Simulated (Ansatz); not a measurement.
A run on CH$_{8}$N$_{3}$NbO, SMILES `C[O][Nb](=[NH])([NH2])[NH2]` with other settings.

```yaml
crystal:
  periodic: [false, false, false]
  atoms:
    - {symbol: C, position_ang: [-0.549111, -0.132522, 2.424640]}
    - {symbol: O, position_ang: [-0.483256, -0.372694, 1.144732]}
    - {symbol: Nb, position_ang: [0.098635, 0.070270, -0.578591]}
    - {symbol: N, position_ang: [1.216863, 1.507464, -0.595876]}
    - {symbol: N, position_ang: [-1.379781, 0.544609, -1.763840]}
    - {symbol: N, position_ang: [1.248914, -1.357349, -1.329445]}
    - {symbol: H, position_ang: [-0.076665, -1.025287, 3.032534]}
    - {symbol: H, position_ang: [-1.532072, 0.017859, 2.798359]}
    - {symbol: H, position_ang: [0.096242, 0.714182, 2.772903]}
    - {symbol: H, position_ang: [1.763288, 2.330827, -0.494378]}
    - {symbol: H, position_ang: [-1.442106, 1.405587, -2.290079]}
    - {symbol: H, position_ang: [-2.109424, -0.068934, -2.043858]}
    - {symbol: H, position_ang: [0.949396, -2.342786, -1.428867]}
    - {symbol: H, position_ang: [2.174867, -1.300796, -1.748099]}
basis:
  gaussian: {orbitals: def2-mTZVP}
hamiltonian: {xc: {name: B2PLYP}}
accuracy: high
output: {forces: true}
```

```sh
$ ansatz run in.yaml --threads 4 --pin off --events-out ev --progress --plain --max-ram 11315MiB
```

Shortened log:

```
Functional definition: B2PLYP
3217 factors; integrals over basis functions are off by at most 2.0e-8 eV
mean field evaluation 1: about -9197.8995 eV, gradient 1.0e2 eV
mean field evaluation 2: about -9197.9651 eV, gradient 1.0e2 eV
mean field evaluation 4: about -9213.7896 eV, gradient 4.4e1 eV
mean field evaluation 8: about -9218.2902 eV, gradient 8.7e-1 eV
mean field evaluation 16: about -9218.3038 eV, gradient 2.7e-3 eV
mean field -9218.30375187 eV, -338.7664144907 hartree, gradient 5.3e-8 eV, S^2 0.000000; 0 other end points of the search recorded, 0 dependent functions left out
5 core orbitals not correlated: weight in the atoms' cores, before any rotation towards them, 1.000 or more for the frozen orbitals, at most 0.000 for the correlated occupied ones
reference -9218.30379045 eV, -338.7664159085 hartree; 23, 23 occupied and 129, 129 virtual orbitals, 3217 factors
second order -41.69072729 eV of doubles, -0.00000000 eV of singles
Total energy: -9229.56028682 eV, -339.1800845200 hartree
Atom 0 at    -0.549111    -0.132522     2.424640 Å, force     2.596508    -0.751167     5.319554 eV/Å
Atom 1 at    -0.483256    -0.372694     1.144732 Å, force    -0.585084    -0.920516    -2.617732 eV/Å
Atom 2 at     0.098635     0.070270    -0.578591 Å, force     2.633086     1.669391    -0.507959 eV/Å
Atom 3 at     1.216863     1.507464    -0.595876 Å, force    -1.568412    -1.679718    -0.185679 eV/Å
Atom 4 at    -1.379781     0.544609    -1.763840 Å, force    -0.472116     0.948164    -0.596093 eV/Å
Atom 5 at     1.248914    -1.357349    -1.329445 Å, force     0.393692    -1.709389    -0.530863 eV/Å
Atom 6 at    -0.076665    -1.025287     3.032534 Å, force    -1.024280     1.244567    -0.878667 eV/Å
Atom 7 at    -1.532072     0.017859     2.798359 Å, force    -1.090056     0.157078     0.262536 eV/Å
Atom 8 at     0.096242     0.714182     2.772903 Å, force    -0.540694    -0.178590    -0.459673 eV/Å
Atom 9 at     1.763288     2.330827    -0.494378 Å, force     0.601510     0.806360     0.172403 eV/Å
Atom 10 at    -1.442106     1.405587    -2.290079 Å, force    -0.031691     0.058739    -0.030642 eV/Å
Atom 11 at    -2.109424    -0.068934    -2.043858 Å, force    -0.775658    -0.618680    -0.273481 eV/Å
Atom 12 at     0.949396    -2.342786    -1.428867 Å, force     0.042894     0.693337     0.146249 eV/Å
Atom 13 at     2.174867    -1.300796    -1.748099 Å, force    -0.179698     0.280423     0.180046 eV/Å
Dipole moment:    -0.133424    -0.111114    -0.107502 e Å
```

It took 45 s on 4 threads of an AMD EPYC 7R43 on a shared host, with 0.93 GiB of host memory at the peak.
